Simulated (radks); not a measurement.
Results of a calculation; reference values are marked as such.
All-electron atom: Ce3+ in [Kr] 4d10 4f1.25 5s1.75 5p6 (fractional occupations, a model configuration). Level of theory: scalar-relativistic Kohn-Sham, PBE, spin-polarised, spherical densities, point nucleus; open shells are filled with parallel spins first (spin-orbit coupling, left out, can overturn this in heavy ions) (a radial shooting solver on a logarithmic mesh with Libxc functionals). Some entries of the table are withheld. Estimate them.

orbital  occ.  eigenvalue (eV)  <r> (bohr)  r(max) (bohr)
1s up       1        -40294.23     0.02457        0.01574
1s down     1        -40294.20     0.02457        0.01574
2s up       1        -6470.745      0.1052        0.08906
2s down     1        -6470.730      0.1052        0.08906
2p up       3        -5797.377     0.09236        0.07168
2p down     3        -5797.362     0.09236        0.07168
3s up       1        -1410.973      0.2786         0.2546
3s down     1        -1410.640      0.2786         0.2546
3p up       3        -1196.846      0.2767         0.2492
3p down     3        -1196.513      0.2766         0.2492
3d up       5        -892.7857      0.2536         0.2052
3d down     5        -892.5234      0.2535         0.2052
4s up       1        -303.8335      0.6377         0.5932
4s down     1        -302.8650      0.6375         0.5931
4p up       3        -233.9973      0.6754         0.6194
4p down     3        -233.0117      0.6751         0.6193
4d up       5        -133.5198      0.7454         0.6528
4d down     5        -132.5010      0.7451         0.6525
5s up       1              (1)       1.503          1.370
5s down  0.75              (2)       1.509          1.373
5p up       3              (3)       1.715          1.535
5p down     3              (4)       1.726          1.541
4f up    1.25         -28.4350       1.070         0.7105
4f down     0         -27.4503       1.080         0.7100

Answer. 
(1) 5s up eigenvalue (eV): -63.8167
(2) 5s down eigenvalue (eV): -62.9616
(3) 5p up eigenvalue (eV): -46.0729
(4) 5p down eigenvalue (eV): -45.3815
